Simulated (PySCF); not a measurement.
C3HF4, SMILES F/[C]=C/C(F)(F)F, multiplicity 2. Atoms are numbered in the order given.

```xyz
8

F      0.0461     2.8878     0.0000
C     -0.2439     1.6250     0.0000
C      0.5505     0.5682     0.0000
C      0.0146    -0.8283     0.0000
F     -1.3250    -0.8581     0.0000
F      0.4412    -1.5077    -1.0796
F      0.4412    -1.5077     1.0796
H      1.6417     0.6805     0.0000
```
Charge 0, spin multiplicity 2.

Coordinates come from a B3LYP-D3(BJ)/def2-SVP optimisation. The isomer is the one that the SMILES or the coordinates give; other isomers of the formula were not compared.

Method: PBE/def2-TZVP run with PySCF.

ESP charges are fitted to the potential on shells at 1.4 to 2.0 van der Waals radii. Atomic charges (e):

```tsv
atom	Mulliken	Löwdin	ESP fit	meta-Löwdin	Mulliken spin
F1	-0.07	0.29	-0.02	[?]	0.09
C2	0.13	-0.18	0.13	[?]	0.94
C3	-0.22	-0.20	-0.35	-0.26	-0.10
C4	0.40	-0.73	0.47	0.75	0.02
F5	-0.13	0.23	-0.15	-0.25	0.00
F6	-0.13	0.21	-0.15	-0.26	0.00
F7	-0.13	0.21	-0.15	-0.26	0.00
H8	0.15	0.17	0.23	[?]	0.06
```

### Question
What belongs in the gaps? (The exact figures need the calculation; the answer reports its results.)

### Answer

- F1, meta-Löwdin: -0.14
- C2, meta-Löwdin: 0.25
- H8, meta-Löwdin: 0.16

Computed Mayer and Wiberg (Löwdin basis) orders of the bonds:
```tsv
bond	Mayer	Wiberg
F1–C2	1.19	2.00
C2–C3	1.78	2.16
C3–C4	1.02	1.17
C4–F5	1.19	1.77
C4–F6	1.17	1.76
C4–F7	1.17	1.76
C3–H8	0.90	0.80
```
